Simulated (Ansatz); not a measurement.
Born–Oppenheimer molecular dynamics of C2H8FNSi (13 atoms, charge 0, multiplicity 1). It starts from a relaxed structure.

The calculation used RHF/6-31G in Ansatz 0.2.0.

* ensemble: NVE (velocity Verlet)
* time step: 0.25 fs
* steps asked: 166
* starting velocities drawn for: 400 K
* masses: H 2.014 u
* seed: 784810

First frame:

```xyz
13
Properties=species:S:1:pos:R:3
Si -0.017 0.001 -0.152
F -0.202 -0.045 1.523
N 1.639 0.003 -0.665
C 2.409 -1.223 -0.835
H 1.756 -2.086 -0.837
H 2.941 -1.205 -1.782
H 3.137 -1.353 -0.039
C 2.428 1.224 -0.768
H 2.948 1.257 -1.720
H 1.791 2.097 -0.706
H 3.167 1.291 0.026
H -0.658 1.268 -0.570
H -0.677 -1.230 -0.641
```

Question: What does the run give?

Answer: The run went to its last step.

```json
{"steps done": "166", "time covered": "41.5 fs", "mean temperature over the second half": "174 K", "spread of the potential energy over the second half": "2.4 meV per atom", "mean potential energy of the second half above the start": "24.7 meV per atom"}
```

The conserved energy stayed within 0.019 meV per atom of its start (net change 0.012 meV per atom), so the integration is sound. A run of 0.042 ps of so small a system gives no equilibrium averages. Limits of this set-up: no polarisation functions.

Question: What happens to the structure?

Answer: The same pairs are bonded in the first frame and the last. Pairs count as bonded within 1.25 times the sum of covalent radii (0.12 Å more for H–H). This is one draw of velocities; another would differ in detail.

Question: How do temperature and energy run in time?

Answer: 
| time (fs) | T (K) | potential energy less start (eV) | conserved less start (meV/atom) |
| --- | --- | --- | --- |
| 0 | 400 | 0.000 | 0.00 |
| 1.25 | 379 | 0.031 | 0.00 |
| 2.5 | 328 | 0.103 | 0.01 |
| 3.75 | 276 | 0.177 | 0.02 |
| 5 | 241 | 0.226 | 0.02 |
| 6.25 | 221 | 0.255 | 0.01 |
| 7.5 | 202 | 0.282 | 0.01 |
| 8.75 | 179 | 0.314 | 0.01 |
| 10 | 160 | 0.342 | 0.02 |
| 11.25 | 155 | 0.348 | 0.02 |
| 12.5 | 164 | 0.335 | 0.01 |
| 13.75 | 172 | 0.324 | 0.01 |
| 15 | 165 | 0.335 | 0.01 |
| 16.25 | 148 | 0.358 | 0.01 |
| 17.5 | 142 | 0.368 | 0.02 |
| 18.75 | 156 | 0.348 | 0.02 |
| 20 | 182 | 0.310 | 0.01 |
| 21.25 | 202 | 0.282 | 0.01 |
| 22.5 | 202 | 0.281 | 0.01 |
| 23.75 | 187 | 0.304 | 0.01 |
| 25 | 173 | 0.323 | 0.02 |
| 26.25 | 176 | 0.319 | 0.02 |
| 27.5 | 193 | 0.294 | 0.01 |
| 28.75 | 208 | 0.274 | 0.01 |
| 30 | 205 | 0.278 | 0.01 |
| 31.25 | 187 | 0.302 | 0.01 |
| 32.5 | 170 | 0.328 | 0.01 |
| 33.75 | 160 | 0.342 | 0.01 |
| 35 | 156 | 0.347 | 0.01 |
| 36.25 | 154 | 0.350 | 0.01 |
| 37.5 | 151 | 0.354 | 0.01 |
| 38.75 | 147 | 0.360 | 0.01 |
| 40 | 143 | 0.365 | 0.01 |
| 41.25 | 141 | 0.368 | 0.01 |

The run took 4.8 min on 1 thread of Arm Neoverse V1 (shared host), peak memory 0.13 GiB.
